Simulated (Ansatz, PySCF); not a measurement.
ClRb, charge -1, doublet, geometry from GFN2-xTB (such geometries of metal compounds can be far from the true shape) (a state made from the parent by changing its charge; the spin is typed, not shown lowest) (core potentials on Rb). Base run: WB97X-V/def2-TZVP (PySCF).

Input for PySCF:
```python
from pyscf import gto, scf, dft

mol = gto.Mole()
mol.atom = '''
    Rb   -0.000000   -0.000000   -1.237341
    Cl    0.000000    0.000000    2.693035
'''
mol.basis = 'def2-tzvp'
mol.ecp = {'Rb': 'def2-tzvp'}
mol.charge = -1
mol.spin = 1
mol.verbose = 4
mol.build()

mf = dft.UKS(mol)
mf.xc = 'wb97x_v'
mf.kernel()
```

The same geometry, method and basis name were run in Ansatz (a program for electronic structure) and PySCF, at each program's defaults and at the settings that a row names. The base is PySCF at its defaults. Differences at the defaults can come from grids, fitting, cores and function types together.

```csv
code and settings,ΔE vs base (mEh),basis functions,E (Eh),SCF cycles
"PySCF, defaults (exact integrals, its default grid, spherical functions)",0.000,70,-484.31086,12
"Ansatz, defaults (factorised integrals, its default grid, spherical functions)",0.005,70,-484.31086,-
"PySCF, density fitting with def2-universal-jkfit",-0.027,70,-484.31089,12
"PySCF, fine grid",-0.003,70,-484.31087,12
"Ansatz, high accuracy",-0.002,70,-484.31087,-
```

Open shells are given as the SCF converged; they aren't shown to be the lowest states, and a large step between rows can be another state.
